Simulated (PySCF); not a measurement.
C3H5 (SMILES [CH-]=CC), charge -1, singlet, at a GFN2-xTB geometry (in this run its highest filled SCF level lies above zero, so its values depend strongly on the basis, on diffuse functions most of all). Base run: PySCF with SVWN5/3-21G.

Input for PySCF:
```python
from pyscf import gto, scf, dft

mol = gto.M(
    atom='''
C     1.35805982    0.02312035   -0.00323503
C     0.09892564    0.45870450   -0.01716080
H     2.08097321    0.91930036   -0.03769013
H    -0.29397552    1.52858289   -0.05609412
C    -1.06691089   -0.50759766    0.02066702
H    -0.69797393   -1.53441177    0.05804749
H    -1.71318980   -0.34673546    0.89954519
H    -1.71628136   -0.41209920   -0.86543564
''',
    basis='3-21g',
    charge=-1,
    verbose=4,
)

mf = dft.RKS(mol)
mf.xc = 'lda,vwn'
mf.kernel()
mf.analyze()
```

The base run was repeated with changes; each row names its change, and settings that it needs were set with it.

```
change                                           ΔE vs base (mEh)  fitting functions
-----------------------------------------------  ----------------  -----------------
base                                                        0.000                  -
auxbasis = cc-pvqz-jkfit                                   -0.061                573
auxbasis = cc-pvtz-ri                                      -0.182                393
auxbasis = cc-pvdz-jkfit                                   -0.154                325
auxbasis = def2-universal-jkfit                            -0.167                315
auxbasis = cc-pvtz-jkfit                                   -0.111                387
auxbasis = def2-svp-ri                                     -4.855                214
auxbasis = def2-tzvp-ri                                    -0.198                303
auxbasis = even-tempered beta=1.6                          -3.482                289
auxbasis = default (with mf = mf.density_fit())            -0.167                315
```

A fitting set is made for a task (jfit for Coulomb, jkfit for Coulomb and exchange, ri for correlation) and for a family of orbital bases.
